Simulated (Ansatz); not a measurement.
Born–Oppenheimer molecular dynamics of BClF2H4OSi (10 atoms, charge 0, multiplicity 1). It starts at the highest image of a converged band, a first-order saddle point between two minima.

Method: Ansatz 0.2.0, RKS PBE0/cc-pVDZ.

```
ensemble                      : NVE (velocity Verlet)
time step                     : 0.5 fs
steps asked                   : 200
starting velocities drawn for : 300 K
seed                          : 4069
```

Frames 5 fs apart, positions in Å, forces in eV/Å.

Velocities at 25 fs (Å/ps):

```
B 2.28 13.98 21.16
Cl -0.87 2.40 -5.69
F -1.49 -2.20 2.19
F 1.70 -1.74 2.48
O 1.50 -3.57 -3.52
Si -1.53 -2.67 -2.09
H -2.88 -14.93 2.13
H -7.43 -1.36 0.33
H -1.70 -6.65 -8.60
H 32.93 -6.03 5.74
```

```xyz
10
Properties=species:S:1:pos:R:3:forces:R:3 time_fs=25 energy_less_start_eV=-0.271 T=564
B -0.024 -0.101 0.271 -0.30 0.11 -1.49
Cl 0.061 0.077 2.104 -0.18 0.66 -0.07
F 0.975 0.469 -0.486 -0.46 -0.23 0.91
F -1.267 0.018 -0.375 0.99 -0.33 1.11
O 0.321 -1.723 0.245 -0.16 -1.26 0.54
Si -0.766 -3.038 -0.273 -0.01 -0.81 -0.76
H -0.050 -4.406 0.180 -0.65 1.54 -0.42
H -2.137 -2.905 0.406 0.77 0.00 -0.33
H -0.810 -2.894 -1.823 -0.02 -0.14 1.20
H 0.592 -1.925 1.178 0.03 0.46 -0.70
10
Properties=species:S:1:pos:R:3:forces:R:3 time_fs=30 energy_less_start_eV=-0.298 T=589
B -0.018 -0.034 0.350 -0.87 -0.86 -4.01
Cl 0.056 0.092 2.078 -0.08 0.91 1.68
F 0.965 0.457 -0.468 -0.11 0.21 1.04
F -1.252 0.008 -0.355 0.97 -0.04 1.43
O 0.329 -1.750 0.234 -0.73 -0.62 -0.92
Si -0.773 -3.054 -0.286 0.32 0.70 0.25
H -0.130 -4.317 0.146 0.19 -0.10 0.09
H -2.093 -2.910 0.373 -0.10 0.10 0.06
H -0.821 -2.939 -1.747 -0.05 0.06 -0.35
H 0.736 -1.912 1.081 0.46 -0.35 0.73
10
Properties=species:S:1:pos:R:3:forces:R:3 time_fs=35 energy_less_start_eV=-0.257 T=549
B -0.031 0.015 0.346 -0.62 -1.50 -2.67
Cl 0.050 0.112 2.061 -0.02 0.83 2.01
F 0.955 0.448 -0.439 0.84 0.76 0.16
F -1.225 -0.003 -0.317 -0.29 0.19 0.62
O 0.329 -1.788 0.219 0.62 -0.64 0.80
Si -0.778 -3.063 -0.297 0.49 1.47 0.39
H -0.159 -4.272 0.141 0.61 -1.20 0.38
H -2.071 -2.892 0.352 -0.59 0.14 0.27
H -0.845 -2.974 -1.741 -0.06 0.09 -0.77
H 0.924 -1.944 1.006 -0.97 -0.12 -1.19
10
Properties=species:S:1:pos:R:3:forces:R:3 time_fs=40 energy_less_start_eV=-0.141 T=438
B -0.053 0.031 0.289 1.26 -1.39 1.71
Cl 0.045 0.138 2.058 -0.05 0.53 0.86
F 0.955 0.449 -0.408 1.81 1.08 -1.08
F -1.204 -0.011 -0.273 -3.03 0.09 -1.26
O 0.331 -1.834 0.204 -1.22 0.13 -1.38
Si -0.780 -3.063 -0.305 0.24 -1.11 -0.07
H -0.086 -4.429 0.197 -0.80 1.34 -0.59
H -2.144 -2.848 0.374 0.76 -0.11 -0.38
H -0.880 -2.989 -1.866 0.08 -0.06 1.23
H 1.012 -2.034 0.822 0.96 -0.49 0.97
10
Properties=species:S:1:pos:R:3:forces:R:3 time_fs=45 energy_less_start_eV=-0.308 T=598
B -0.051 0.017 0.264 1.69 -1.00 2.88
Cl 0.039 0.168 2.061 -0.01 0.25 0.29
F 0.976 0.462 -0.389 1.44 0.77 -1.26
F -1.219 -0.019 -0.243 -3.00 -0.05 -1.65
O 0.328 -1.881 0.181 1.41 0.23 0.52
Si -0.779 -3.070 -0.314 -0.25 -0.49 0.17
H -0.163 -4.345 0.142 -0.05 -0.20 -0.01
H -2.088 -2.823 0.331 -0.14 0.01 0.12
H -0.902 -3.014 -1.775 -0.02 0.01 -0.46
H 1.127 -2.180 0.688 -1.07 0.47 -0.60
10
Properties=species:S:1:pos:R:3:forces:R:3 time_fs=50 energy_less_start_eV=-0.375 T=663
B -0.016 -0.018 0.295 -0.46 -0.17 0.45
Cl 0.033 0.199 2.066 0.09 0.02 0.34
F 1.015 0.485 -0.386 -0.08 -0.15 -0.36
F -1.268 -0.027 -0.232 0.65 -0.19 -0.26
O 0.335 -1.921 0.160 0.42 1.31 0.05
Si -0.781 -3.080 -0.322 -1.11 0.19 -0.57
H -0.239 -4.331 0.092 0.55 -1.29 0.45
H -2.059 -2.794 0.314 -0.54 0.10 0.36
H -0.928 -3.038 -1.770 -0.02 0.03 -0.71
H 1.153 -2.278 0.506 0.50 0.15 0.26
10
Properties=species:S:1:pos:R:3:forces:R:3 time_fs=55 energy_less_start_eV=-0.090 T=388
B 0.012 -0.057 0.338 -1.11 0.76 -1.76
Cl 0.028 0.231 2.074 0.17 -0.14 0.55
F 1.053 0.505 -0.387 -1.45 -1.08 0.65
F -1.310 -0.038 -0.226 2.67 -0.40 0.58
O 0.353 -1.945 0.141 0.62 1.17 0.31
Si -0.792 -3.091 -0.334 -1.37 -1.91 -0.82
H -0.223 -4.530 0.118 -0.53 1.52 -0.42
H -2.118 -2.752 0.360 0.74 -0.23 -0.32
H -0.955 -3.057 -1.891 0.16 -0.03 1.17
H 1.220 -2.311 0.364 0.10 0.34 0.07
10
Properties=species:S:1:pos:R:3:forces:R:3 time_fs=60 energy_less_start_eV=-0.182 T=476
B 0.017 -0.081 0.345 -0.82 0.95 -1.85
Cl 0.024 0.262 2.085 0.17 -0.29 0.25
F 1.073 0.513 -0.380 -1.92 -1.39 0.89
F -1.320 -0.053 -0.212 2.91 -0.45 0.60
O 0.379 -1.951 0.127 0.72 0.64 0.25
Si -0.813 -3.115 -0.352 0.05 -0.06 0.27
H -0.299 -4.451 0.070 0.09 0.00 0.07
H -2.049 -2.751 0.356 -0.23 0.05 0.14
H -0.952 -3.080 -1.808 -0.07 0.05 -0.54
H 1.309 -2.264 0.226 -0.90 0.50 -0.09
10
Properties=species:S:1:pos:R:3:forces:R:3 time_fs=65 energy_less_start_eV=-0.218 T=511
B 0.004 -0.085 0.315 -0.03 0.66 -0.07
Cl 0.021 0.290 2.097 0.14 -0.46 -0.39
F 1.070 0.504 -0.363 -1.59 -1.12 0.37
F -1.295 -0.075 -0.192 1.81 -0.31 -0.06
O 0.407 -1.944 0.114 -2.29 0.80 -0.03
Si -0.835 -3.139 -0.369 0.76 1.86 0.19
H -0.343 -4.404 0.048 0.59 -1.36 0.46
H -2.021 -2.739 0.378 -0.46 0.15 0.19
H -0.964 -3.091 -1.822 -0.14 0.07 -0.58
H 1.328 -2.151 0.092 1.20 -0.29 -0.08
10
Properties=species:S:1:pos:R:3:forces:R:3 time_fs=70 energy_less_start_eV=-0.066 T=365
B -0.008 -0.074 0.284 1.07 0.01 2.22
Cl 0.018 0.316 2.107 0.11 -0.52 -0.71
F 1.047 0.481 -0.341 -0.40 -0.36 -0.58
F -1.248 -0.100 -0.173 -0.59 -0.10 -1.10
O 0.417 -1.929 0.102 0.11 -0.12 -0.39
Si -0.850 -3.150 -0.384 1.23 -0.02 0.31
H -0.288 -4.578 0.101 -0.58 1.48 -0.56
H -2.071 -2.704 0.427 0.64 -0.27 -0.53
H -1.006 -3.089 -1.940 0.04 -0.07 1.20
H 1.396 -2.050 -0.061 -1.63 -0.02 0.14
10
Properties=species:S:1:pos:R:3:forces:R:3 time_fs=75 energy_less_start_eV=-0.184 T=478
B 0.001 -0.064 0.300 0.63 -0.70 3.10
Cl 0.017 0.338 2.113 0.12 -0.49 -0.54
F 1.020 0.454 -0.327 1.18 0.51 -1.40
F -1.208 -0.126 -0.167 -1.99 0.04 -1.44
O 0.414 -1.913 0.086 -2.41 -0.38 0.25
Si -0.855 -3.160 -0.396 1.71 1.28 0.91
H -0.337 -4.483 0.051 0.05 -0.02 -0.03
H -2.015 -2.717 0.380 -0.33 0.06 0.16
H -1.043 -3.099 -1.845 -0.07 0.01 -0.54
H 1.306 -1.981 -0.217 1.11 -0.31 -0.47
10
Properties=species:S:1:pos:R:3:forces:R:3 time_fs=80 energy_less_start_eV=-0.264 T=555
B 0.021 -0.067 0.379 -0.78 -0.71 0.67
Cl 0.017 0.357 2.115 0.15 -0.37 0.22
F 1.006 0.432 -0.330 1.27 0.49 -0.94
F -1.190 -0.152 -0.178 -0.95 0.26 -0.47
O 0.389 -1.905 0.069 0.26 -0.96 -0.50
Si -0.846 -3.157 -0.401 0.63 2.51 0.34
H -0.359 -4.426 0.004 0.64 -1.35 0.44
H -2.018 -2.723 0.360 -0.35 0.03 0.26
H -1.094 -3.107 -1.844 0.03 0.04 -0.54
H 1.257 -1.965 -0.403 -0.90 0.05 0.52
```

Of the whole run (100 fs, mean temperature of the second half 437 K): The conserved energy stayed within 0.25 meV per atom of its start (net change 0.21 meV per atom), so the integration is sound. The kinetic energy rose, since the run started high on the potential surface and went downhill. A run of 0.1 ps of so small a system gives no equilibrium averages. The orbitals stay closed-shell, which can raise the energy where a bond breaks towards radicals; this wasn't checked here.

Time of the run: 5.2 min on 4 threads of Arm Neoverse V2 (shared host), peak memory 0.27 GiB.
